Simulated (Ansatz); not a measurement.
Start from `CC(Cl)[SiH2]Cl` and change one atom or group to get `CC(Cl)[SiH2]O`.

Ansatz, PBE0-D4/def2-TZVP geometries, multiplicity 1. Each molecule was computed in one conformer, which needn't be the lowest.

| property | `CC(Cl)[SiH2]Cl` |
| --- | --- |
| LUMO energy (PBE0/def2-TZVPP) / eV | 0.05 |
| HOMO energy (PBE0/def2-TZVPP) / eV | -8.21 |
| HOMO–LUMO gap (B3LYP/def2-TZVPP) / eV | 7.81 |
| size of the dipole moment (B3LYP/def2-TZVPP) / D | 0.93 |
| size of the dipole moment (PBE/def2-TZVPP) / D | 0.97 |
| LUMO energy (ωB97M-V/def2-TZVPP) / eV | 1.99 |

Task: What does the change do to each property? (An estimate is asked.)

Result: Ansatz gave: 
```json
{"property": "LUMO energy (PBE0/def2-TZVPP) / eV", "`CC(Cl)[SiH2]O`": "0.12", "shift": "0.07"}
{"property": "HOMO energy (PBE0/def2-TZVPP) / eV", "`CC(Cl)[SiH2]O`": "-8.00", "shift": "0.21"}
{"property": "HOMO–LUMO gap (B3LYP/def2-TZVPP) / eV", "`CC(Cl)[SiH2]O`": "7.67", "shift": "-0.14"}
{"property": "size of the dipole moment (B3LYP/def2-TZVPP) / D", "`CC(Cl)[SiH2]O`": "1.30", "shift": "0.37"}
{"property": "size of the dipole moment (PBE/def2-TZVPP) / D", "`CC(Cl)[SiH2]O`": "1.24", "shift": "0.27"}
{"property": "LUMO energy (ωB97M-V/def2-TZVPP) / eV", "`CC(Cl)[SiH2]O`": "1.91", "shift": "-0.08"}
```

With PBE0 the HOMO rises by 0.21 eV and the LUMO rises by 0.07 eV, so the gap narrows by about 0.14 eV. PBE moves the HOMO by 0.23 eV and ωB97M-V by 0.18 eV. The zero-point energy changes by 32.9 kJ/mol with +3 modes. Dipoles are sizes alone; their direction can turn.

Positive LUMOs are unbound, so they and the gaps depend on the basis.

B3LYP here is the variant with VWN-RPA as its local correlation; programs differ in this.
